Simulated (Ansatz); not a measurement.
Total energies of C₂H₂BrN (`N=C=CBr`).

```xyz
6

N    -0.795   -1.437    0.105
C    -0.183   -0.386    0.122
C     0.383    0.785    0.233
Br   -0.132    2.208   -0.884
H    -0.440   -2.157   -0.522
H     1.168    0.987    0.945
```

Charge 0, multiplicity 1. Correlated methods include outer-core shells of Br, which these sets cover unevenly. Scalar relativity is left out up to krypton. Geometry: relaxed with PBE0-D4/def2-TZVP. It is one conformer, not always the lowest. Basis def2-TZVPP, the Gaussian-basis code of Ansatz.

RPA on PBE orbitals: Hartree–Fock energy of these orbitals -2703.70724 Eh, correlation -1.20069 Eh (frozen core).

```
             functional                                       kind  energy without D4 (Eh)  D4 term (kJ/mol)
            LDA (SPW92)                                        LDA             -2701.60523                 –
                    PBE                                        GGA             -2705.77119             -11.3
                 revPBE                                        GGA             -2706.06439             -35.6
                   BLYP                                        GGA             -2706.30574             -25.3
                 r2SCAN                                   meta-GGA             -2706.22408              -2.7
                 B97M-V                         meta-GGA with VV10             -2705.84629                 –
                   PBE0         global hybrid, 25 % exact exchange             -2705.85944              -9.5
                  B3LYP                        global hybrid, 20 %             -2706.34624             -18.4
                r2SCANh                      meta-GGA hybrid, 10 %             -2706.21415              -2.9
                r2SCAN0                      meta-GGA hybrid, 25 %             -2706.20038              -3.2
HSE06 (plane-wave form)                            screened hybrid             -2705.85715              -8.9
                  BHLYP                        global hybrid, 50 %             -2706.22163             -14.0
              CAM-B3LYP                     range-separated hybrid             -2706.37148              -9.7
                LC-ωPBE                long-range corrected hybrid             -2705.85833                 –
                ωB97X-V       range-separated hybrid GGA with VV10             -2706.03340                 –
                ωB97M-V  range-separated hybrid meta-GGA with VV10             -2706.12310                 –
                 B2PLYP                              double hybrid             -2705.82302                 –
               PBE-QIDH                              double hybrid             -2705.52275                 –
```

B3LYP takes the VWN-RPA correlation (the form of Gaussian; ORCA's B3LYP/G). HSE06 is the plane-wave form, built on full-range PBE exchange. The double hybrids freeze the cores in their second-order part.

LC-ωPBE has ω = 0.4 bohr⁻¹.
